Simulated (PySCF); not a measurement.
**SMILES N#CC=C=C(Cl)C#N, C5HClN2**

Molfile (atoms numbered from 1):
```
C5HClN2
     RDKit          3D

  9  8  0  0  0  0  0  0  0  0999 V2000
   -2.7410    1.8354    0.3295 N   0  0  0  0  0  0  0  0  0  0  0  0
   -2.1070    0.9145    0.0858 C   0  0  0  0  0  0  0  0  0  0  0  0
   -1.3497   -0.2405   -0.2199 C   0  0  0  0  0  0  0  0  0  0  0  0
   -0.0813   -0.3348    0.0616 C   0  0  0  0  0  0  0  0  0  0  0  0
    1.1876   -0.4089    0.3551 C   0  0  0  0  0  0  0  0  0  0  0  0
    1.7668   -1.0382    1.8826 Cl  0  0  0  0  0  0  0  0  0  0  0  0
    2.1993   -0.0012   -0.5453 C   0  0  0  0  0  0  0  0  0  0  0  0
    3.0306    0.3201   -1.2631 N   0  0  0  0  0  0  0  0  0  0  0  0
   -1.8915   -1.0404   -0.7116 H   0  0  0  0  0  0  0  0  0  0  0  0
  1  2  3  0
  2  3  1  0
  3  4  2  0
  4  5  2  0
  5  6  1  0
  5  7  1  0
  7  8  3  0
  3  9  1  0
M  END
```

Method used: TDDFT PBE0/aug-cc-pVDZ circular dichroism and optical rotation, one conformer, gas phase in PySCF 2.14.0. Geometry: GFN2-xTB.

No stereocentre is labelled: unless the shape is locked (an allene, a helicene, a hindered biaryl), the mirror image is equally populated and a measured rotation or CD is zero.

**Question.** Draw the ECD and absorption spectra from the lowest 16 states, each a Gaussian of half-width 0.35 eV at 1/e height.

**Answer.** 
```tsv
E (eV)	λ (nm)	Δε (L mol⁻¹ cm⁻¹)	ε (L mol⁻¹ cm⁻¹)
3.67	338	+0.02	1.38
3.77	329	+0.05	2.88
3.87	321	+0.09	5.1
3.97	313	+0.13	7.68
4.07	305	+0.17	9.81
4.17	298	+0.18	10.6
4.27	291	+0.17	9.81
4.37	284	+0.13	7.7
4.47	278	+0.09	5.22
4.57	272	+0.05	3.47
4.67	266	+0.02	3.94
4.77	260	+0.01	10.2
4.87	255	+0.04	31.8
4.97	250	+0.13	89.9
5.07	245	+0.38	226
5.17	240	+0.83	517
5.27	235	+1.51	1120
5.37	231	+2.28	2360
5.47	227	+3.02	4860
5.57	223	+3.71	9440
5.67	219	+4.59	16600
5.77	215	+5.97	25800
5.87	211	+7.79	34700
5.97	208	+9.45	39900
6.07	204	+10.10	39200
6.17	201	+9.29	32800
6.27	198	+7.24	23400
6.37	195	+4.58	14300
6.47	192	+1.87	7640
6.57	189	-0.67	3990
6.67	186	-3.02	2790
6.77	183	-5.12	3330
6.87	181	-6.73	4980
6.97	178	-7.53	7180
7.07	175	-7.30	9210
```
Δε uses R in velocity form, ε uses f in length form. Only the states computed contribute, so the short-wavelength end is incomplete.

The sign of the CD band at 170 nm isn't settled: the length form gives the opposite one.
